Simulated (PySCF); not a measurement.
## Unknown compound

An unknown has the formula C3H12ClNOSi3. Its calculated NMR data are:

1H NMR (400 MHz, computed): δ 5.67 (m, 1H), 5.64 (m, 1H), 5.12 (s, 2H), 4.78 (s, 6H), 4.64 (s, 2H).

13C{1H} NMR (computed): δ 154.8, 121.1, 70.4.

[PySCF: geometry from GFN2-xTB; GIAO PBE0/pcSseg-1 shieldings; non-relativistic; gas phase; one computed conformer; one averaged value for each set of equivalent atoms]

Chemical shifts δ = σref − σ; 1H, 13C vs TMS, all at this level.

**Question.** What is the structure?

**Answer.** 
1. The formula gives 1 degree of unsaturation (no ring in the answer).
2. 3 carbon signals for 3 carbons: no two carbons are equivalent.
3. Carbon types of the structure: 1 × C, 2 × CH2, leaving 8 H on heteroatoms.
4. δC 154.8: fully substituted alkene carbon; an sp2 carbon of a C=C bond.
5. δC 121.1: terminal =CH2 carbon; the olefinic region.
6. δC 70.4: allylic sp3 CH2 bonded to O; deshielded by the electronegative neighbour.
7. δH 5.67, 5.64: hydrogen on a terminal =CH2 carbon; olefinic region.
8. δH 5.12: hydrogen on a silicon bonded to N, O.
9. δH 4.78: hydrogen on a silicon bonded to N.
10. δH 4.64: hydrogen on an allylic sp3 CH2 bonded to O; its carbon carries O, which withdraws density.

Structure: `C=C(Cl)CO[SiH2]N([SiH3])[SiH3]`.

The shifts were computed for this structure.

Carbons that carry Cl, above all several Cl atoms, come out too deshielded, partly because spin–orbit coupling is missing. Shifts are as computed. Against solution values, carbons near 30 ppm lie about +3 ppm off and those near 130 ppm about +5 ppm; carbons on Cl a further +6 ppm. Of 1211 compounds with measured shifts, 218 miss one by over three times the rms of a fit or turn the order of signals round; such compounds aren't used in these exercises. Multiplicities follow the n + 1 count of equivalent neighbours, as no J values were calculated; m marks all less simple cases, F and P coupling included.
